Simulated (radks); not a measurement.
Question: All-electron atom: Cs XXIII in [Ar] 3d10 4s2 4p3 (the NIST ground configuration). Method: non-relativistic Kohn-Sham, LB94 model potential, spin-polarised, spherical densities, point nucleus; open shells are filled with parallel spins first (spin-orbit coupling, left out, can overturn this in heavy ions); relativity is left out, which matters for an element this heavy; computed with a radial shooting solver on a logarithmic mesh with Libxc functionals. Some entries of the table are withheld. Estimate them.

orbital,occ.,eigenvalue (eV),<r^2> (bohr^2)
1s down,1,-35036.24,0.001018
1s up,1,-35036.21,0.001018
2s up,1,-5918.150,0.01641
2s down,1,-5917.328,0.01641
2p up,3,-5623.002,0.01228
2p down,3,-5621.574,0.01228
3s up,1,-1720.013,0.1090
3s down,1,-1719.787,0.1094
3p up,3,-1593.304,0.1032
3p down,3,-1592.926,0.1035
3d up,5,-1359.296,0.08440
3d down,5,-1358.919,0.08466
4s up,1,-751.2957,(1)
4s down,1,-748.5869,(2)
4p up,3,-701.7971,0.4858
4p down,0,-699.0680,0.4799

Answer: 
(1) 4s up <r^2> (bohr^2): 0.4734
(2) 4s down <r^2> (bohr^2): 0.4682
